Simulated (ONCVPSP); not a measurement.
# Configuration tests for O (Z = 8) (ONCV)

ONCVPSP 4.0.1 input, shortened (lines: element, Z, core and valence counts, functional; n l f; lmax; l rc ep ncon nbas qcut; lloc lpopt rc5 dvloc0; l nproj debl; icmod fcfact rcfact), PBE, non-relativistic:

```
  O 8.00    1    2        4      upf
    1    0    2.00
    2    0    2.00
    2    1    3.00
    2
    0    0.85    0.00    3    7    9.60
    1    1.05    0.00    5    8   10.80
    2    1.00    0.13    4    7    9.70
    4    5    0.80    0.00
    0    1    2.80
    1    2    0.60
    2    2    1.80
    0    0.00    0.00
```

In the p channel the program set the typed energies aside and used -0.899, 0.250 Ha.

Energies are relative to the spin-unpolarised reference configuration 2s2 2p3; without spin polarisation the order of configurations can differ from experiment.

```json
{"valence configuration": "2s2 2p2", "charge": "+2", "ΔE all-electron (eV)": "33.593", "error AE − PS (meV)": "+22"}
{"valence configuration": "2s2 2p0", "charge": "+4", "ΔE all-electron (eV)": "164.367", "error AE − PS (meV)": "+699"}
```

Task: What are ΔE and the potential's error for 2s2 2p4?

Result: ΔE = -16.439 eV all-electron; the error (AE − PS) is +5.2 meV.

Task: What are ΔE and the potential's error for 2s2 2p1?

Result: ΔE = 87.465 eV all-electron; the error (AE − PS) is +167 meV.

Levels in the configuration 2s2 2p2:

```
level  all-electron (eV)  pseudo (eV)
   2s            -58.285      -58.271
   2p            -43.246      -43.187
```
